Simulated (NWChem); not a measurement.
Species: AlBrCl$_{2}$; SMILES [Cl][Al]([Cl])[Br]

```xyz
4

Al     0.0000     0.0000    -0.5119
Cl     0.0000     1.8042    -1.5682
Cl     0.0000    -1.8042    -1.5682
Br     0.0000     0.0000     1.7315
```
Atoms are numbered in this order, from 1.

Computed with NWChem. Pople sets run with spherical d functions. STO-3G and 3-21G are far too small for this property and stand as cheap habits. Coordinates come from a B3LYP/6-31G* (spherical d) optimisation. Field at 589 nm.

**Question.** Order these by “anisotropy (bohr³)”, lowest first: B3LYP/6-31G*; B3LYP/def2-SVPD; B3LYP/def2-SVP; B3LYP/aug-cc-pVDZ.

**Answer.** B3LYP/def2-SVPD (25.6), B3LYP/def2-SVP (26.3), B3LYP/aug-cc-pVDZ (27.4), B3LYP/6-31G* (29.2)
